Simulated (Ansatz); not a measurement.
```yaml
crystal:
  periodic: [false, false, false]
  atoms:
    - {symbol: Te, position_ang: [-1.983873, -1.179629, -0.778965]}
    - {symbol: Te, position_ang: [0.319802, -0.599292, 0.759876]}
    - {symbol: Te, position_ang: [1.664071, 1.778921, 0.019079]}
basis:
  gaussian: {orbitals: def2-SVP}
total_charge: -2
magnetization: {spin_polarized: true, initial_magnetization: 0}
hamiltonian: {xc: {name: HF}}
correlation: {method: ccsd_t}
scf: {omitted_lower_state_checks: [starts]}
```

```sh
$ ansatz run in.yaml --threads 4 --pin off --events-out ev --progress --plain --max-ram 3916MiB
```

It prints (some lines left out):

```
Functional definition: HF
  name "HF"
  cite "Fock, Z. Phys. 61, 126 (1930) doi:10.1007/BF01340294"
  parent pbe
  exchange = exact_x
  correlation = 0
these checks for a lower state are left out or cut short: starts
1004 factors; integrals over basis functions are off by at most 1.6e-4 eV
mean field evaluation 1: about -21793.7354 eV, gradient 1.8e1 eV
mean field evaluation 2: about -21793.8825 eV, gradient 1.8e1 eV
mean field evaluation 4: about -21796.3204 eV, gradient 1.2e0 eV
mean field evaluation 8: about -21796.3643 eV, gradient 7.9e-2 eV
mean field evaluation 16: about -21796.3645 eV, gradient 2.2e-6 eV
mean field evaluation 32: about -21794.8034 eV, gradient 2.5e-1 eV
mean field evaluation 64: about -21793.7582 eV, gradient 1.8e-3 eV
mean field evaluation 96: about -21793.5918 eV, gradient 3.6e-2 eV
mean field -21796.36451341 eV, -801.0016217612 hartree, gradient 2.2e-6 eV, S^2 0.000000; 3 other end points of the search recorded, 0 dependent functions left out
determinant -21796.36451341 eV, -801.0016217612 hartree, with singles and doubles -21806.35987151 eV, -801.3689443964 hartree
determinant -21794.81613015 eV, -800.9447197259 hartree, with singles and doubles -21804.85737338 eV, -801.3137286086 hartree
determinant -21794.02492349 eV, -800.9156434175 hartree, with singles and doubles -21804.16985027 eV, -801.2884626001 hartree
determinant -21793.75817661 eV, -800.9058406505 hartree, with singles and doubles -21803.98383560 eV, -801.2816266872 hartree
12 core orbitals not correlated: weight in the atoms' cores, before any rotation towards them, 1.000 or more for the frozen orbitals, at most 0.000 for the correlated occupied ones
reference -21796.36451341 eV, -801.0016217612 hartree; 25, 25 occupied and 41, 41 virtual orbitals, 1004 factors
second order -9.41830833 eV of doubles, -0.00000000 eV of singles
cycle   1  -9.99492464 eV  change    4.3e-4 eV  update   1.7e-3
cycle   2  -9.99523831 eV  change   -3.1e-4 eV  update   1.1e-3
cycle   3  -9.99480452 eV  change    4.3e-4 eV  update   6.9e-4
cycle   4  -9.99502598 eV  change   -2.2e-4 eV  update   2.1e-4
cycle   5  -9.99523000 eV  change   -2.0e-4 eV  update   8.7e-5
cycle   6  -9.99528828 eV  change   -5.8e-5 eV  update   4.1e-5
perturbative correction -0.31866916 eV, -0.0117108757 hartree
Total energy: -21806.67847085 eV, -801.3806527062 hartree
Checks for a lower state left out: starts
```

It took 23 s on 4 threads of Arm Neoverse V1 on a shared host, peak host memory 0.63 GiB.

In the def2 sets Te takes a core potential; there is no spin–orbit coupling. Correlated methods freeze 12 core orbitals; core or outer-core shells of Te are correlated, in sets that lack core-valence functions. A multiply charged anion in the gas phase is held together partly by the finite basis. Removing one electron lowers the energy by 1.56 eV at PBE0-D4/def2-TZVPD, so it isn't bound. The highest occupied level of an anion often lies above zero with these methods, and sets without diffuse functions describe the outer electron poorly.
